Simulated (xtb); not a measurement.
CH2Cl (SMILES [CH2]Cl), doublet, at a GFN2-xTB geometry; GFN1-xTB (xtb).

Input for xtb:
```
$ xtb mol.xyz --gfn 1 --uhf 1 --acc 0.1 --json

# file mol.xyz
4

C     -1.09862696     0.00303740    -0.02301348
Cl     0.57686873    -0.00159488     0.01208396
H     -1.60478493     0.94530203    -0.03926969
H     -1.61022182    -0.93641342    -0.02807665
```

It wrote (shortened):

```
   ID    Z sym.   atoms
    1    6 C      1
    2   17 Cl     2
    3    1 H      3, 4

           -------------------------------------------------
          |                Calculation Setup                |
           -------------------------------------------------

           -------------------------------------------------
          |                 G F N 1 - x T B                 |
           -------------------------------------------------

          ...................................................
          :                      SETUP                      :
          :.................................................:
          :  # basis functions                  18          :
          :  # atomic orbitals                  17          :
          :  # shells                            9          :
          :  # electrons                        13          :
          :  # halogen bonds                     0          :
          :  max. iterations                   250          :
          :  Hamiltonian                  GFN1-xTB          :
          :  restarted?                      false          :
          :  GBSA solvation                  false          :
          :  PC potential                    false          :
          :  electronic temp.          300.0000000     K    :
          :  accuracy                    0.1000000          :
          :  -> integral cutoff          0.3500000E+02      :
          :  -> integral neglect         0.1000000E-08      :
          :  -> SCF convergence          0.1000000E-06 Eh   :
          :  -> wf. convergence          0.2000000E-05 e    :
          :  Broyden damping             0.4000000          :
          :  net charge                          0          :
          :  unpaired electrons                  1          :
          ...................................................

 iter      E             dE          RMSdq      gap      omega  full diag
   1     -7.4021923 -0.740219E+01  0.702E+00    4.57       0.0  T
   2     -7.4044931 -0.230075E-02  0.421E+00    4.63       1.0  T
   3     -7.4048263 -0.333183E-03  0.345E-01    4.62       1.0  T
   4     -7.4049297 -0.103401E-03  0.518E-02    4.59       1.0  T
   5     -7.4049347 -0.498742E-05  0.393E-02    4.62       1.3  T
   6     -7.4049369 -0.229060E-05  0.101E-03    4.61      49.5  T
   7     -7.4049369 -0.174569E-09  0.223E-04    4.61     223.9  T
   8     -7.4049369 -0.135275E-09  0.822E-07    4.61   60812.7  T
[...]
         :: total energy              -7.354441128214 Eh    ::
[...]
         5        2.0000           -0.4943644             -13.4523
         6        2.0000           -0.4531208             -12.3300
         7        1.0000           -0.3451089              -9.3909 (HOMO)
         8                         -0.1757169              -4.7815 (LUMO)
         9                         -0.0979992              -2.6667
        10                         -0.0741818              -2.0186
        11                         -0.0442136              -1.2031
        12                         -0.0440608              -1.1990
        13                         -0.0380089              -1.0343
        14                         -0.0105999              -0.2884
        15                          0.2796842               7.6106
        16                          0.3081235               8.3845
        17                          0.4367786              11.8854
      -------------------------------------------------------------
                  HL-Gap            0.1693920 Eh            4.6094 eV
             Fermi-level           -0.3297639 Eh           -8.9733 eV

  Mulliken/CM5 charges         n(s)   n(p)   n(d)
     1C    -0.02714 -0.12785   1.035  2.992  0.000
     2Cl   -0.04158 -0.04862   1.935  5.089  0.018
     3H     0.03436  0.08824   0.966  0.000  0.000
     4H     0.03436  0.08824   0.966  0.000  0.000

Wiberg/Mayer (AO) data.
largest (>0.10) Wiberg bond orders for each atom

 ---------------------------------------------------------------------------
     #   Z sym  total        # sym  WBO       # sym  WBO       # sym  WBO
 ---------------------------------------------------------------------------
     1   6 C    3.296 --     2 Cl   1.311     4 H    0.992     3 H    0.992
     2  17 Cl   1.336 --     1 C    1.311
     3   1 H    1.011 --     1 C    0.992
     4   1 H    1.011 --     1 C    0.992
 ---------------------------------------------------------------------------

Topologies differ in total number of bonds
Writing topology from bond orders to xtbtopo.mol

 dipole moment from electron density (au)
     X       Y       Z
  -0.3182   0.0009  -0.0067  total (Debye):    0.809

           -------------------------------------------------
          | TOTAL ENERGY               -7.354441128214 Eh   |
          | GRADIENT NORM               0.008387593672 Eh/α |
          | HOMO-LUMO GAP               4.609391017161 eV   |
           -------------------------------------------------

normal termination of xtb
```
